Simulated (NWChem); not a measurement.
Everything below was run with NWChem. System: HO$_{2}$, charge 1, spin multiplicity 3, at the geometry of a parent with another charge or spin, in a state set for the comparison that need not be this species' ground state. Its SCF solution wasn't tested for a lower state. Level: UCAM-B3LYP/def2-TZVP.

Input file:

```
start mol
memory heap 200 mb stack 900 mb global 1100 mb
charge 1
geometry units angstroms nocenter noautoz
  O      0.503259    -0.338228     0.000000
  O     -0.652279     0.293189     0.000000
  H      1.192162     0.360315     0.000000
  symmetry group Cs
end
basis spherical
  * library def2-tzvp
end
dft
  xc xcamb88 1.00 lyp 0.81 vwn_5 0.19 hfexch 1.00
  cam 0.33 cam_alpha 0.19 cam_beta 0.46
  odft
  mult 3
  direct
  iterations 100
end
task dft energy
```

Output (cleaned and shortened):

```
             Northwest Computational Chemistry Package (NWChem) 7.3.0
             --------------------------------------------------------

                                NWChem Input Module
                                -------------------

 Scaling coordinates for geometry "geometry" by  1.889725989
 (inverse scale =  0.529177249)

 Turning off AUTOSYM since
 SYMMETRY directive was detected!

                             Geometry "geometry" -> ""
                             -------------------------

 Output coordinates in angstroms (scale by  1.889725989 to convert to a.u.)

  No.       Tag          Charge          X              Y              Z
 ---- ---------------- ---------- -------------- -------------- --------------
    1 O                    8.0000     0.50325900    -0.33822800     0.00000000
    2 O                    8.0000    -0.65227900     0.29318900     0.00000000
    3 H                    1.0000     1.19216200     0.36031500     0.00000000

 Effective nuclear repulsion energy (a.u.)      32.3281791277

            Nuclear Dipole moment (a.u.)
            ----------------------------
        X                 Y               Z
 ---------------- ---------------- ----------------
     0.0000037795     0.0000056692     0.0000000000

      Symmetry information
      --------------------

 Group name             Cs
 Group number              2
 Group order               2
 No. of unique centers     3

      Symmetry unique atoms

     1    2    3


 Summary of "ao basis" -> "" (spherical)
 ------------------------------------------------------------------------------
       Tag                 Description            Shells   Functions and Types
 ---------------- ------------------------------  ------  ---------------------
 *                         def2-tzvp                  on all atoms

                                 NWChem DFT Module
                                 -----------------

 Summary of "ao basis" -> "ao basis" (spherical)
 ------------------------------------------------------------------------------
       Tag                 Description            Shells   Functions and Types
[...]
    45      0.273423  2 O  pz                14     -0.248989  1 O  pz

 Vector   10  Occ=0.000000D+00  E=-2.319837D-01  Symmetry=a'
              MO Center=  5.3D-01,  1.9D-01,  6.4D-16, r^2= 2.1D+00
   Bfn.  Coefficient  Atom+Function         Bfn.  Coefficient  Atom+Function
  ----- ------------  ---------------      ----- ------------  ---------------
     5      0.904207  1 O  s                 65     -0.754222  3 H  s
    36     -0.444336  2 O  s                 43     -0.403072  2 O  px
    13      0.355843  1 O  py                37     -0.298536  2 O  px
     4      0.268831  1 O  s                 40     -0.263855  2 O  px
     7      0.237894  1 O  py                12     -0.238831  1 O  px

   alpha - beta orbital overlaps
   -----------------------------

   alpha      1      2      3      4      5      6      7      8      9     10
    beta      1      2      3      4      5      7      6      8      9     10
 overlap   1.000  1.000  0.995  0.991  0.943  0.988  0.915  0.932  0.987  0.951

   alpha     11     12     13     14     15     16     17     18     19     20
    beta     11     12     13     14     15     16     18     17     19     20
 overlap   0.951  0.996  0.972  0.998  0.944  0.971  0.996  0.979  1.000  1.000

   alpha     21     22     23     24     25     26     27     28     29     30
    beta     21     22     23     24     25     26     27     28     29     30
 overlap   0.999  0.999  0.999  0.995  0.998  0.994  0.997  0.996  0.999  0.992

   alpha     31     32     33     34     35     36     37     38     39     40
    beta     31     32     33     34     35     36     37     39     38     40
 overlap   0.992  0.983  0.969  0.998  0.979  0.990  0.975  0.998  0.972  0.992

   alpha     41     42     43     44     45     46     47     48     49     50
    beta     41     42     43     44     45     46     47     48     49     50
 overlap   1.000  1.000  1.000  1.000  0.999  0.999  0.998  0.997  1.000  0.997

   alpha     51     52     53     54     55     56     57     58     59     60
    beta     51     52     53     56     54     55     57     58     60     59
 overlap   0.999  0.998  0.979  0.961  0.974  0.937  0.908  0.979  0.981  0.908

   alpha     61     62     63     64     65     66     67     68
    beta     61     62     63     64     65     66     67     68
 overlap   0.897  0.999  1.000  1.000  0.999  1.000  1.000  1.000

     --------------------------
     Expectation value of S2:
     --------------------------
      <S2> =      2.0076 (Exact =     2.0000)

 center of mass
 --------------
 x =  -0.06769544 y =  -0.02045976 z =   0.00000000

 moments of inertia (a.u.)
 ------------------
          11.897652428932          19.145761969339           0.000000000000
          19.145761969339          43.732581270540           0.000000000000
           0.000000000000           0.000000000000          55.630233699472

     Multipole analysis of the density
     ---------------------------------

     L   x y z        total         alpha         beta         nuclear
     -   - - -        -----         -----         ----         -------
     0   0 0 0      1.000000     -9.000000     -7.000000     17.000000

     1   1 0 0      0.669157      0.912079     -0.242926      0.000004
     1   0 1 0      0.508051      0.044968      0.463077      0.000006
     1   0 0 1      0.000000      0.000000      0.000000      0.000000

     2   2 0 0     -3.303421    -15.732798    -12.036522     24.465899
     2   1 1 0      0.593352      5.313081      4.072605     -8.792334
     2   1 0 1     -0.000000     -0.000000     -0.000000      0.000000
     2   0 2 0     -6.278733     -7.128950     -5.337332      6.187550
     2   0 1 1      0.000000      0.000000     -0.000000      0.000000
     2   0 0 2     -6.961870     -4.011702     -2.950168      0.000000

 Task  times  cpu:       10.6s     wall:       10.6s

 Total times  cpu:       10.6s     wall:       10.6s
```
